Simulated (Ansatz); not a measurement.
Consider the isomerisation: `O[SiH2]N1BCB1` → `BB1OCN1[SiH3]`.

Isolated molecules relaxed with PBE0-D4/def2-TZVP in Ansatz; ΔE leaves out vibrations. CBS: MP2 limit from def2 TZ/QZ plus the TZ coupled-cluster correction, frozen cores. Functionals use def2-TZVPP. Each species was taken in one conformer, which may not be the lowest.

```tsv
level	ΔE (kJ/mol)
B2PLYP	262.6
PBE0	260.6
MP2/def2-TZVPP	278.4
SCS-MP2/def2-TZVPP	262.0
```

Problem. What does CCSD(T)/CBS give? (An estimate is asked.)

Solution. Ansatz gave: +268.3 kJ/mol. The listed levels differ from it by -5.7, -7.7, 10.1, -6.3 kJ/mol.

Largest T1 diagnostic among the species: 0.013.

In def2-TZVPP, CCSD(T) changes the Hartree–Fock value by +18.6 kJ/mol (the triples alone add +2.3 kJ/mol) and MP2 by +37.2 kJ/mol. From PBE to PBE0 (25 % exact exchange), in def2-TZVPP and without D4, ΔE moves by +4.4 kJ/mol.
